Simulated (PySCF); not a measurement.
# A thermochemical cycle for SrSe

CCSD(T) in PySCF with def2-SVP on every atom (core potentials on Sr), for the lowest determinant that a PBE0 search found; no spin–orbit coupling. SrSe, a singlet (closed shell), has De = 2.39 eV to neutral atoms, and SrSe⁺, a doublet (π ↑), has De = 1.98 eV to Sr⁺ + Se.

The adiabatic ionisation energy of SrSe, between the minima, is 5.96 eV.

**Question.** Which ionisation energy of the Sr atom does this level give?

**Answer.** IE(Sr) = IE(molecule) + De(ion) − De(neutral) = 5.96 + 1.98 − 2.39 = 5.55 eV; the measured value is 5.695 eV (NIST ASD).

Correlated steps freeze 9 core orbitals. Correlated levels converge slowly with the basis: in double zeta they bind strong bonds too weakly, by up to about 1 eV, and carry superposition errors of some tenths. Spin–orbit coupling is left out. For an ion De counts to the pair picked by the measured ionisation energies or electron affinities, which need not be the lowest pair at this level. Where the molecule has an RHF reference, its open-shell atoms are computed with UHF. The CCSD T1 diagnostic is raised in SrSe, a sign that a single reference may not be enough there. States were picked by a PBE0 search and need not be the measured ground states.
